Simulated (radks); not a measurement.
Results of a calculation; reference values are marked as such.
Species: O4+. Configuration: [He] 2p2 (not the ground configuration). Code: a radial shooting solver on a logarithmic mesh with Libxc functionals. Model: non-relativistic Kohn-Sham, revTPSS, spin-unpolarised, spherical densities, point nucleus; meta-GGA in the generalised Kohn-Sham scheme.

Unscreened Slater integrals over Kohn-Sham orbitals (hartree).

\begin{tabular}{lr}
integral & value \\ \hline
F0(2p,2p) & 1.0470 \\
F2(2p,2p) & 0.49571 \\
F0(2p,1s) & 1.4408 \\
G1(2p,1s) & 0.20224 \\
F0(1s,1s) & 4.7465 \\
\end{tabular}

Derived for the open shells (J is the average intra-shell exchange parameter used in DFT+U). 2p: J = F2/5 = 0.09914 hartree; in LS coupling 1D lies 6 F2/25 = 0.1190 hartree above 3P.
